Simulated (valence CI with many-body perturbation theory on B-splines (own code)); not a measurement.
**Au39+: M1 decay**

Calculated by relativistic CI+MBPT: four valence electrons over a frozen Dirac-Fock core [Kr], radial functions for each j: 7 s, 7 p, 8 d, 6 f, 4 g, 1 h, with the one-electron correlation potential Σ1, the two-electron term Σ2, the three-electron term Σ3, Breit, model QED; selected CI, second order for the rest, scaled by the run's own slope (own B-spline code, finite nucleus).

No measured spectrum was set against this ion. As an estimate, large intervals hold to a few tenths of a per cent, small ones and those within an open d or f shell to about a per cent. The list stops below the first excitations out of the core.

Lines 1 to 50 of 117 in falling wavelength, among levels below 1137100 cm⁻¹, chosen from the decays that carry over 1 % of a level's rate. Wavelengths and rates use the calculated energies. Weak lines are less certain than strong ones. Lines between different terms over intervals too small for the method are left out, as are lines whose strength nearly cancels. The highest levels of a list are the least certain. Branching is blank where the lifetime is uncertain.

Levels are named by their leading jj configuration (3d3/2^4 stands for four electrons in 3d with j = 3/2), which in mixed levels can hold well under half, so a name can repeat and another be missing. Letters in brackets count levels of one name in rising energy.

| λ vac (nm) | Upper | Lower | Type | A (s⁻¹) | Branch % |
| --- | --- | --- | --- | --- | --- |
| 851.3 | (4d3/2^3 4d5/2) J=3 | (4d3/2^3 4d5/2) J=2 | M1 | 2.09e+01 | 32.3 |
| 798.8 | (4d3/2^2 4d5/2^2) J=6 | (4d3/2^2 4d5/2^2) J=5 | M1 | 1.41e+01 | 45.8 |
| 581.9 | (4d3/2^3 4d5/2) J=3 | (4d3/2^3 4d5/2) J=4 | M1 | 4.37e+01 | 67.6 |
| 222.1 | (4d3/2^2 4d5/2^2) J=4 [b] | (4d3/2^2 4d5/2^2) J=3 [a] | M1 | 5.81e+02 | 1.9 |
| 202.0 | (4d3/2^3 4d5/2) J=2 | (4d3/2^3 4d5/2) J=1 | M1 | 2.00e+03 | 95.2 |
| 181.3 | (4d3/2^2 4d5/2^2) J=2 [d] | (4d3/2^2 4d5/2^2) J=2 [c] | M1 | 1.40e+03 | 9.5 |
| 161.1 | (4d3/2^2 4d5/2^2) J=2 [b] | (4d3/2^2 4d5/2^2) J=2 [a] | M1 | 1.24e+03 | 2.8 |
| 154.5 | (4d3/2^2 4d5/2^2) J=4 [c] | (4d3/2^2 4d5/2^2) J=3 [b] | M1 | 6.31e+02 |  |
| 153.7 | (4d3/2 4d5/2^3) J=0 | (4d3/2 4d5/2^3) J=1 [a] | M1 | 2.35e+03 | 1.5 |
| 102.4 | (4d3/2^2 4d5/2^2) J=2 [d] | (4d3/2^2 4d5/2^2) J=2 [b] | M1 | 1.03e+03 | 7.0 |
| 95.58 | (4d3/2^2 4d5/2^2) J=2 [d] | (4d3/2^2 4d5/2^2) J=3 [b] | M1 | 3.27e+02 | 2.2 |
| 89.99 | (4d3/2^2 4d5/2^2) J=4 [c] | (4d3/2^2 4d5/2^2) J=4 [a] | M1 | 3.45e+03 |  |
| 87.33 | (4d3/2 4d5/2^3) J=1 [b] | (4d3/2^2 4d5/2^2) J=0 [b] | M1 | 1.18e+04 | 4.5 |
| 85.26 | (4d3/2 4d5/2^3) J=3 [b] | (4d3/2^2 4d5/2^2) J=2 [d] | M1 | 3.82e+03 | 1.8 |
| 85.00 | (4d3/2^2 4d5/2^2) J=2 [d] | (4d3/2^2 4d5/2^2) J=1 | M1 | 3.34e+02 | 2.3 |
| 83.84 | (4d3/2 4d5/2^3) J=2 [b] | (4d3/2 4d5/2^3) J=3 [a] | M1 | 3.03e+03 | 1.6 |
| 74.34 | (4d5/2^4) J=4 | (4d3/2 4d5/2^3) J=3 [c] | M1 | 5.13e+03 | 1.1 |
| 68.13 | (4d3/2^2 4d5/2^2) J=2 [d] | (4d3/2^2 4d5/2^2) J=3 [a] | M1 | 1.36e+03 | 9.2 |
| 66.98 | (4d3/2^2 4d5/2^2) J=2 [a] | (4d3/2^3 4d5/2) J=3 | M1 | 2.71e+03 | 1.1 |
| 63.28 | (4d3/2^2 4d5/2^2) J=4 [a] | (4d3/2^3 4d5/2) J=3 | M1 | 1.54e+04 | 10.9 |
| 62.72 | (4d3/2 4d5/2^3) J=3 [a] | (4d3/2^2 4d5/2^2) J=2 [b] | M1 | 4.12e+03 | 1.1 |
| 62.61 | (4d3/2^2 4d5/2^2) J=2 [d] | (4d3/2^2 4d5/2^2) J=2 [a] | M1 | 2.36e+02 | 1.6 |
| 62.09 | (4d3/2^2 4d5/2^2) J=2 [a] | (4d3/2^3 4d5/2) J=2 | M1 | 4.16e+04 | 16.6 |
| 61.64 | (4d3/2^2 4d5/2^2) J=3 [a] | (4d3/2^3 4d5/2) J=3 | M1 | 8.13e+04 | 57.7 |
| 61.14 | (4d3/2 4d5/2^3) J=3 [a] | (4d3/2^2 4d5/2^2) J=4 [b] | M1 | 1.26e+04 | 3.5 |
| 60.89 | (4d3/2 4d5/2^3) J=1 [b] | (4d3/2^2 4d5/2^2) J=2 [d] | M1 | 4.45e+04 | 16.9 |
| 60.59 | (4d3/2 4d5/2^3) J=3 [c] | (4d3/2^2 4d5/2^2) J=2 [d] | M1 | 1.36e+04 | 7.5 |
| 60.49 | (4d3/2 4d5/2^3) J=2 [a] | (4d3/2^2 4d5/2^2) J=2 [c] | M1 | 1.17e+04 | 4.0 |
| 59.75 | (4d3/2^2 4d5/2^2) J=0 [b] | (4d3/2^2 4d5/2^2) J=1 | M1 | 3.39e+04 | 37.7 |
| 59.56 | (4d5/2^4) J=2 | (4d3/2 4d5/2^3) J=3 [c] | M1 | 2.18e+04 | 4.5 |
| 57.99 | (4d3/2 4d5/2^3) J=3 [b] | (4d3/2^2 4d5/2^2) J=2 [c] | M1 | 3.61e+03 | 1.7 |
| 57.48 | (4d3/2^2 4d5/2^2) J=3 [a] | (4d3/2^3 4d5/2) J=2 | M1 | 5.93e+04 | 42.1 |
| 57.08 | (4d3/2^2 4d5/2^2) J=4 [a] | (4d3/2^3 4d5/2) J=4 | M1 | 1.26e+05 | 89.1 |
| 56.75 | (4d3/2 4d5/2^3) J=1 [a] | (4d3/2^2 4d5/2^2) J=2 [b] | M1 | 1.55e+04 | 3.4 |
| 56.68 | (4d3/2^3 4d5/2) J=1 | (4d3/2^4) J=0 | M1 | 1.39e+05 | 100.0 |
| 55.23 | (4d3/2 4d5/2^3) J=2 [b] | (4d3/2^2 4d5/2^2) J=2 [d] | M1 | 8.80e+03 | 4.6 |
| 54.87 | (4d5/2^4) J=4 | (4d3/2 4d5/2^3) J=3 [b] | M1 | 1.84e+04 | 3.9 |
| 53.81 | (4d3/2 4d5/2^3) J=5 | (4d3/2^2 4d5/2^2) J=4 [b] | M1 | 6.37e+04 | 36.0 |
| 52.95 | (4d3/2 4d5/2^3) J=4 [a] | (4d3/2^2 4d5/2^2) J=5 | M1 | 1.46e+04 | 4.6 |
| 51.02 | (4d3/2^2 4d5/2^2) J=5 | (4d3/2^3 4d5/2) J=4 | M1 | 7.28e+04 | 99.9 |
| 50.97 | (4d3/2 4d5/2^3) J=1 [a] | (4d3/2^2 4d5/2^2) J=1 | M1 | 8.47e+04 | 18.6 |
| 49.56 | (4d3/2 4d5/2^3) J=5 | (4d3/2^2 4d5/2^2) J=6 | M1 | 3.42e+04 | 19.4 |
| 49.23 | (4d3/2^2 4d5/2^2) J=1 | (4d3/2^3 4d5/2) J=2 | M1 | 1.46e+05 | 98.3 |
| 48.93 | (4d3/2^2 4d5/2^2) J=3 [b] | (4d3/2^3 4d5/2) J=3 | M1 | 1.89e+04 | 18.9 |
| 48.80 | (4d3/2 4d5/2^3) J=3 [c] | (4d3/2^2 4d5/2^2) J=4 [c] | M1 | 8.28e+04 | 45.7 |
| 48.68 | (4d3/2 4d5/2^3) J=4 [a] | (4d3/2^2 4d5/2^2) J=3 [a] | M1 | 7.61e+04 | 23.8 |
| 48.53 | (4d3/2 4d5/2^3) J=6 | (4d3/2^2 4d5/2^2) J=6 | M1 | 6.86e+04 | 45.4 |
| 48.25 | (4d3/2^2 4d5/2^2) J=4 [b] | (4d3/2^3 4d5/2) J=3 | M1 | 2.92e+04 | 94.6 |
| 48.20 | (4d3/2^2 4d5/2^2) J=0 [a] | (4d3/2^3 4d5/2) J=1 | M1 | 3.65e+05 | 100.0 |
| 48.12 | (4d3/2 4d5/2^3) J=2 [a] | (4d3/2^2 4d5/2^2) J=2 [b] | M1 | 7.20e+04 | 24.5 |
